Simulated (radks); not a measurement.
All-electron atom: P III in [Ne] 3s1.75 3p1 3d0.25 (fractional occupations, a model configuration). Method: Dirac Kohn-Sham, revPBE, spin-unpolarised, spherical densities, point nucleus; open shells are shared between the two j in proportion to 2j + 1; computed with a radial shooting solver on a logarithmic mesh with Libxc functionals. Some entries of the table are withheld. Estimate them.

| orbital | occ. | eigenvalue (hartree) | <r> (bohr) | r(max) (bohr) |
|---|---|---|---|---|
| 1s1/2 | 2 | -77.54019 | (1) | 0.06762 |
| 2s1/2 | 2 | -7.30411 | (2) | 0.4185 |
| 2p1/2 | 2 | (3) | 0.4822 | 0.3528 |
| 2p3/2 | 4 | (4) | 0.4844 | 0.3545 |
| 3s1/2 | 1.75 | -1.26758 | 1.738 | 1.514 |
| 3p1/2 | 0.333333 | (5) | 1.957 | 1.670 |
| 3p3/2 | 0.666667 | (6) | 1.962 | 1.675 |
| 3d3/2 | 0.1 | -0.45539 | 2.652 | 2.095 |
| 3d5/2 | 0.15 | -0.45528 | 2.652 | 2.095 |

Answer. 
(1) 1s1/2 <r> (bohr): 0.1035
(2) 2s1/2 <r> (bohr): 0.5183
(3) 2p1/2 eigenvalue (hartree): -5.50482
(4) 2p3/2 eigenvalue (hartree): -5.47098
(5) 3p1/2 eigenvalue (hartree): -0.91184
(6) 3p3/2 eigenvalue (hartree): -0.90892
